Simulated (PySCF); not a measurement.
Job file and geometry (Å, from GFN2-xTB) of an NMR shielding run on SMILES CCBB[SiH2]C(F)(F)F, C₃H₉B₂F₃Si, PySCF 2.14.0, density-fitted response routines, GIAO PBE0/pcSseg-1 NMR shielding, non-relativistic, gas phase; density fitting, a coarse starting grid and PySCF grid level 2 are the driver's defaults:

```
$ OMP_NUM_THREADS=1 python probes_run.py task.json out

{"job": {"kind": "nmr", "xc": "PBE0", "basis": "pcSseg-1"}, "charge": 0, "multiplicity": 1}
C     -2.836424     0.032675     0.591950
C     -2.095268     0.040469    -0.747574
B     -0.679054     0.764572    -0.733677
B      0.574048     0.338760    -1.652288
Si     1.921638    -0.925592    -0.983370
C      2.863764     0.064674     0.422363
F      3.374990     1.234689    -0.028047
F      3.896531    -0.602807     0.971854
F      2.045856     0.393175     1.448157
H     -3.815428    -0.433987     0.491686
H     -2.975244     1.044577     0.964261
H     -2.269886    -0.525808     1.333646
H     -2.700082     0.598272    -1.472175
H     -2.048027    -0.982224    -1.129248
H     -0.600678     1.667034     0.017510
H      0.772303     0.781651    -2.722176
H      3.058215    -1.360576    -1.813883
H      1.503985    -2.123238    -0.235405
```

Q: Write the output of this run.

A: 
```
coarse grid: 15896 points
cycle   1  E = -757.5164022084  dE =  8.213e-01  |g| = 8.849e-01  |ddm| = 3.658e+00
cycle   2  E = -757.3715973172  dE =  1.448e-01  |g| = 1.328e+00  |ddm| = 1.193e+00
cycle   3  E = -757.6605282854  dE = -2.889e-01  |g| = 5.844e-02  |ddm| = 7.032e-01
cycle   4  E = -757.6611537735  dE = -6.255e-04  |g| = 3.247e-02  |ddm| = 8.718e-02
cycle   5  E = -757.6614128130  dE = -2.590e-04  |g| = 6.388e-03  |ddm| = 3.164e-02
cycle   6  E = -757.6614226268  dE = -9.814e-06  |g| = 1.831e-03  |ddm| = 7.462e-03
final grid: 151128 points
cycle   7  E = -757.7300206668  dE = -4.927e-05  |g| = 9.090e-03  |ddm| = 2.471e-02
cycle   8  E = -757.7300098994  dE =  1.077e-05  |g| = 1.178e-02  |ddm| = 1.523e-02
cycle   9  E = -757.7300402755  dE = -3.038e-05  |g| = 7.394e-04  |ddm| = 8.093e-03
cycle  10  E = -757.7300403824  dE = -1.069e-07  |g| = 2.713e-04  |ddm| = 7.991e-04
cycle  11  E = -757.7300403957  dE = -1.334e-08  |g| = 7.315e-05  |ddm| = 2.216e-04
cycle  12  E = -757.7300403969  dE = -1.227e-09  |g| = 1.966e-05  |ddm| = 7.951e-05
cycle  13  E = -757.7300403970  dE = -1.025e-10  |g| = 3.174e-06  |ddm| = 2.236e-05
converged SCF energy = -757.7300403970

GIAO shielding tensors (ppm)
atom      isotropic    diamagn.    paramagn.     s11        s22        s33       span
  0 C      171.919     245.996     -74.077    154.937    175.286    185.533     30.596
  1 C      163.523     250.962     -87.438    135.182    161.005    194.384     59.202
  2 B       -5.669     193.521    -199.190   -108.376    -13.571    104.941    213.318
  3 B      -21.804     203.311    -225.114   -168.094    -40.607    143.290    311.384
  4 Si     427.704     879.791    -452.086    401.550    426.606    454.957     53.407
  5 C       44.564     249.643    -205.079     38.866     41.192     53.633     14.767
  6 F      225.590     473.993    -248.403    125.623    227.950    323.196    197.574
  7 F      228.653     469.532    -240.878    132.611    230.774    322.575    189.964
  8 F      231.821     479.462    -247.641    129.651    243.387    322.425    192.774
  9 H       30.304      27.507       2.797     25.685     28.242     36.985     11.300
 10 H       30.289      29.308       0.981     26.919     27.888     36.060      9.141
 11 H       30.474      31.190      -0.717     26.317     29.002     36.103      9.786
 12 H       30.603      29.412       1.192     25.131     29.112     37.567     12.436
 13 H       29.474      32.370      -2.896     26.579     28.027     33.817      7.238
 14 H       22.069      31.496      -9.426     10.514     26.201     29.493     18.978
 15 H       19.181      30.339     -11.158      3.941     24.926     28.674     24.733
 16 H       27.321      27.595      -0.274     24.189     25.664     32.110      7.921
 17 H       27.141      29.010      -1.869     25.137     25.508     30.777      5.640
```

Size and cost of the density-fitted run: 205 basis functions, 67 s wall time on 1 thread of an Arm Neoverse N1, shared host; peak memory 0.92 GiB.
